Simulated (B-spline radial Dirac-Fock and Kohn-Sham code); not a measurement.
**How the levels of terbium move as electrons are removed**

Model: Dirac-Fock (average of configuration) total-energy differences with a finite nucleus, the Breit interaction including its frequency dependence, and self-energy and vacuum-polarisation corrections. Program: an atomic code on a B-spline grid. Each ion is free and in its tabulated ground configuration. Electron correlation is not included.

Reference: Tb, [Xe] 4f9 6s2, with K 51996.5 eV, M3 1615.0 eV, N2 328.3 eV, N3 294.1 eV, N5 156.8 eV, Kα1 (K-L3) 44479.8 eV, Kβ1 (K-M3) 50381.5 eV, Lα1 (L3-M5) 6273.6 eV. Shifts from it, in eV (a dash: the subshell is empty, belongs to an open shell averaged over j, or its hole state is left out as unreliable):

| ion | configuration | K | M3 | N2 | N3 | N5 | Kα1 | Kβ1 | Lα1 |
| --- | --- | --- | --- | --- | --- | --- | --- | --- | --- |
| Tb⁺ | [Xe] 4f9 6s1 | +7.0 | +6.9 | +6.9 | +6.9 | +6.9 | +0.01 | +0.04 | +0.02 |
| Tb²⁺ | [Xe] 4f9 | +15.1 | +14.9 | +14.9 | +14.9 | +14.9 | +0.07 | +0.14 | +0.06 |
| Tb³⁺ | [Xe] 4f8 | +35.3 | +37.1 | +36.0 | +35.8 | +35.1 | -0.71 | -1.74 | -0.87 |
| Tb⁴⁺ | [Xe] 4f7 | +58.1 | +62.0 | +59.4 | +59.0 | +57.5 | -1.62 | -3.87 | -1.91 |

Over this range K (1s) moves by +58.1 eV and Kα1 by -1.6 eV: a line is a difference of two levels that shift in the same direction.

Values without a named source are computed, but for edge energies of neutral atoms, which are taken from tables.
